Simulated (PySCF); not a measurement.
H8N2OSi2, SMILES [SiH2](O[SiH2]N)N, PBE0/def2-SVP optimised geometry.

```
13

Si    -1.06    -1.57     3.04
N     -1.97    -2.90     3.62
O     -0.99    -1.46     1.38
Si    -0.47    -0.69     0.00
N     -0.98    -1.44    -1.46
H      0.33    -1.72     3.56
H     -1.72    -0.33     3.55
H     -2.98    -2.91     3.54
H     -1.60    -3.84     3.54
H     -1.02     0.69     0.00
H      1.02    -0.69     0.00
H     -1.94    -1.38    -1.75
H     -0.56    -2.32    -1.75
```

Density from PBE0/def2-TZVP (PySCF) at that geometry.

Minimum of the electron density along straight lines between bonded atoms, close to the bond critical point (lines longer than 1.1 times the sum of covalent radii, or with two minima, are not listed):

```tsv
bond	length / Å	ρ at the minimum / e bohr⁻³	∇²ρ there / e bohr⁻⁵	position (fraction from the first atom)
Si1–N2	1.718	0.134	0.57	0.40
Si1–O3	1.661	0.128	0.78	0.41
O3–Si4	1.661	0.128	0.78	0.59
Si4–N5	1.718	0.134	0.57	0.40
Si1–H6	1.492	0.122	0.13	0.49
Si1–H7	1.492	0.122	0.13	0.49
N2–H8	1.014	0.332	-1.61	0.74
N2–H9	1.014	0.332	-1.61	0.74
Si4–H10	1.492	0.122	0.13	0.49
Si4–H11	1.492	0.122	0.13	0.49
N5–H12	1.014	0.332	-1.61	0.74
N5–H13	1.014	0.332	-1.61	0.74
```
